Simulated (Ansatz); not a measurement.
Cost and result for the atomization energy of `CBCC[SiH3]` (16 atoms, 15 bonds).

Cartesian coordinates in Å:
```
C 0.2667 0.6540 2.4653
B -0.2497 -0.4630 1.5099
C 0.3751 -0.7315 0.1071
C -0.5192 0.1465 -0.8096
Si -0.0103 0.0168 -2.6110
H -0.5305 1.2027 2.9734
H 0.9696 1.3585 2.0139
H 0.8107 0.1306 3.2675
H -1.2122 -1.1092 1.8353
H 0.3103 -1.7730 -0.2189
H 1.4161 -0.4063 0.0157
H -1.5717 -0.1480 -0.7242
H -0.4692 1.1999 -0.5106
H -0.1154 -1.3974 -3.0624
H 1.4024 0.4576 -2.7684
H -0.8727 0.8618 -3.4828
```

Total charge 0; spin multiplicity 1. The geometry is a stationary point of PBE0-D4/def2-TZVP. It is one conformer, not always the lowest. Program: Ansatz. All runs use 4 threads of an Intel Xeon 6975P-C on a shared host. Times are those of one run each, without the atoms' runs, and a repeat can differ threefold. Electronic energies, without spin–orbit coupling; frozen cores. CCSD(T)/CBS adds CCSD(T) − MP2 in def2-TZVPP to the MP2 limit, and its time is that of the two runs behind it. T1 = 0.010. HSE06 is the plane-wave form, built on full-range PBE exchange.

CCSD(T)/CBS is a level of theory with its own doubt, some kJ/mol a heavy atom from the limit and from the frozen cores, so smaller differences don't rank the functionals.

| level | functions | wall time |
| --- | --- | --- |
| LDA (SPW92)/def2-TZVPP | 320 | 1.1 s |
| revPBE-D4/def2-TZVPP | 320 | 1.6 s |
| HSE06-D4/def2-TZVPP | 320 | 2.5 s |
| CAM-B3LYP-D4/def2-TZVPP | 320 | 2.8 s |
| r2SCAN-D4/def2-TZVPP (with forces) | 320 | 3 s |
| r2SCANh-D4/def2-TZVPP | 320 | 3.2 s |
| CCSD(T)/def2-SVP | 129 | 3.7 s |
| B2PLYP/def2-TZVPP | 320 | 4.4 s |
| PBE-QIDH/def2-TZVPP | 320 | 4.6 s |
| ωB97M-V/def2-TZVPP (with forces) | 320 | 7.5 s |
| MP2/def2-QZVPP | 628 | 23 s |
| CCSD(T)/def2-TZVPP | 320 | 3.5 min |
| CCSD(T)/CBS(def2) | – | 3.9 min |

(1) What atomization energy does each give, and how far from CCSD(T)/CBS? (Estimate.)

Results:

(1) Computed: 
| level | atomization (kJ/mol) | difference from CCSD(T)/CBS | per bond |
| --- | --- | --- | --- |
| LDA (SPW92)/def2-TZVPP | 6532.5 | 695.8 | 46.4 |
| revPBE-D4/def2-TZVPP | 5792.1 | -44.6 | -3.0 |
| HSE06-D4/def2-TZVPP | 5863.1 | 26.4 | 1.8 |
| CAM-B3LYP-D4/def2-TZVPP | 5880.5 | 43.8 | 2.9 |
| r2SCAN-D4/def2-TZVPP (with forces) | 5864.5 | 27.8 | 1.9 |
| r2SCANh-D4/def2-TZVPP | 5849.7 | 13.0 | 0.9 |
| CCSD(T)/def2-SVP | 5596.2 | -240.5 | -16.0 |
| B2PLYP/def2-TZVPP | 5792.1 | -44.6 | -3.0 |
| PBE-QIDH/def2-TZVPP | 5831.0 | -5.7 | -0.4 |
| ωB97M-V/def2-TZVPP (with forces) | 5864.5 | 27.8 | 1.9 |
| MP2/def2-QZVPP | 5813.7 | -23.0 | -1.5 |
| CCSD(T)/def2-TZVPP | 5719.1 | -117.6 | -7.8 |
| CCSD(T)/CBS(def2) | 5836.7 | 0.0 | 0.0 |

Leaving LDA and LC-ωPBE aside and taking each functional with its dispersion term where it has one, the values, not all of them listed here, spread over 123.3 kJ/mol, from BHLYP-D4 to PBE-D4. LDA lies +668.3 kJ/mol from PBE without D4, its usual overbinding. The D4 term adds +48.0 kJ/mol with B3LYP and +25.5 kJ/mol with PBE0; it sums over pairs of atoms, weighted by their polarisabilities, and B3LYP, whose exchange is more repulsive, gets the larger term. In def2-TZVPP, CCSD(T) changes the Hartree–Fock value by +1193.2 kJ/mol (the triples alone add +55.6 kJ/mol) and MP2 by +1218.5 kJ/mol; breaking electron pairs costs correlation energy, which Hartree–Fock lacks.

B3LYP here is the variant with VWN-RPA as its local correlation; programs differ in this.
